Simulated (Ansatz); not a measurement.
## A basis-limit estimate, worked out

An elementary step of BNH₄Cl₃F, closed shell (BCl₃ ([Cl][B]([Cl])[Cl]) + NH₃ + HF → BNH₂Cl₂ ([NH2][B]([Cl])[Cl]) + HCl + HF; bonds formed: Cl2–H7, H5–F8; dative contacts that become bonds: B1–N6; bonds broken: B1–Cl2, H5–N6, H7–F8). “Start” is the structure reached by relaxing down from the saddle towards the reactants; PBE0-D4/def2-TZVP structures. The saddle:

| atom | x (Å) | y (Å) | z (Å) |
| --- | --- | --- | --- |
| B1 | -0.7620 | -0.3030 | -0.7194 |
| Cl2 | 0.8747 | 1.3818 | -1.3776 |
| Cl3 | -0.3341 | -1.5902 | -1.8483 |
| Cl4 | -2.2425 | 0.6247 | -0.9722 |
| H5 | 0.7888 | 0.1347 | 1.0045 |
| N6 | -0.3353 | -0.5103 | 0.6980 |
| H7 | 1.4869 | 1.1988 | -0.1327 |
| F8 | 1.7018 | 0.7331 | 1.1115 |
| H9 | -0.1421 | -1.4893 | 0.8830 |
| H10 | -1.0362 | -0.1802 | 1.3533 |

Program: Ansatz 0.2.0. Basis: def2-TZVPP and def2-QZVPP. Cores are frozen in the correlated methods.

Energies in eV:

| quantity | saddle | start |
| --- | --- | --- |
| Hartree–Fock, triple zeta (X = 3) | -42439.33927 | -42441.01370 |
| Hartree–Fock, quadruple zeta (X = 4) | -42440.57989 | -42442.26086 |
| MP2 correlation, X = 3 | -32.66447 | -32.29928 |
| MP2 correlation, X = 4 | -35.61386 | -35.26750 |
| CCSD(T) correlation, X = 3 | -35.45350 | -35.09605 |

**Question.** Work out the barrier at the basis limit: extrapolate Hartree–Fock as E(X) = E∞ + A exp(−7.88 √X) and the MP2 correlation as E(X) = E∞ + B X^−2.97 (the exponents that Neese and Valeev fitted for def2-TZVPP and QZVPP), then add CCSD(T) − MP2 in triple zeta.

**Answer.** Each step is linear, so take the differences first (saddle − start): Hartree–Fock 1.67443 (X = 3) and 1.68097 (X = 4); MP2 correlation -0.36519 and -0.34636; CCSD(T) correlation -0.35745.
Two points give E∞ = E(4) + w [E(4) − E(3)], with w = 1/(exp(7.88 (2 − √3)) − 1) = 0.1377 for Hartree–Fock and w = 1/((4/3)^2.97 − 1) = 0.7407 for the correlation.
Hartree–Fock: 1.68097 + 0.1377 × 0.00654 = 1.6819 eV.
MP2 correlation: -0.34636 + 0.7407 × 0.01883 = -0.3324 eV.
CCSD(T) − MP2: -0.35745 − (-0.36519) = 0.0077 eV.
Sum: 1.6819 + (-0.3324) + 0.0077 = 1.3572 eV, or 31.30 kcal/mol. Plain CCSD(T) in triple zeta gives 1.3170 eV, so the larger basis shifts the result by 0.0402 eV.

No T1 diagnostic of these runs exceeds 0.011.

Labels in which every atom is bracketed show which atoms are joined, not bond orders.

For scale, one of the runs: CCSD(T)/def2-TZVPP, 275 basis functions, launched by `ansatz run in.yaml --threads 8 --pin off --events-out ev --progress --plain --max-ram 19148MiB`. Time: 3.9 min of wall clock on 8 CPU threads of an Arm Neoverse V1; the host was shared. Peak host memory: 7.5 GiB.
